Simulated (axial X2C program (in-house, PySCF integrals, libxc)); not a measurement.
**Potential curves of InN, without spin–orbit coupling**

Calculated with an in-house relativistic program for diatomic molecules. Spin-free means the one-electron spin-free X2C Hamiltonian. Basis: In dyall-cv3z [11s12p9d4f1g], N dyall-av3z [7s7p3d2f] (cores contracted in-house); Gaussian nuclei, density fitting, unrestricted open shells. Masses: In 114.904 u, N 14.003 u.

State: M_S = 1, Λ = 0 (beyond evenly filled blocks: π+α, π-α). Energies in kJ/mol from the fragments at the same level (In + N). Fits are polynomials in 1 − R0/R over 0.85 to 1.23 times the lowest point R0.

| R (Å) | HF |
| --- | --- |
| 1.9305 | 29.81 |
| 2.0193 | -3.23 |
| 2.0859 | -16.71 |
| 2.1524 | -23.17 |
| 2.2190 | -24.46 |
| 2.2967 | -21.39 |
| 2.3743 | -15.26 |
| 2.4742 | -5.86 |
| 2.5962 | 3.36 |

The state is a single determinant with fixed occupations, the lowest that a limited PBE0 search found. Dissociation energies refer to the lowest single-determinant-based atoms at the same level and basis. Other states lie close and PBE0, whose exact exchange favours high spin, may order them wrongly; the determinant shown need not be the ground state. The nearest other spin-free determinant of the search, M_S = 1, Λ = 1, lies 0.46 eV up at the distance of the search. The determinant is spin-polarised beyond a pure state at some levels (its spin-free form has ⟨S²⟩ too high), which makes Re and μ there less reliable. The stretched end of a curve changes character and is left out. Spin-free De lacks the spin–orbit lowering of the heavy p-block atom, a tenth of an eV or more for 4p and 5p, up to an eV for 6p and one to two eV for 7p atoms, less what an open-shell molecule gains itself.

Task: What are Re, ωe and De at the HF level?

Result: At HF, spin-free: Re = 2.205 Å, ωe ≈ 450 cm⁻¹, De = 0.25 eV to In + N; Be follows as 0.278 cm⁻¹.
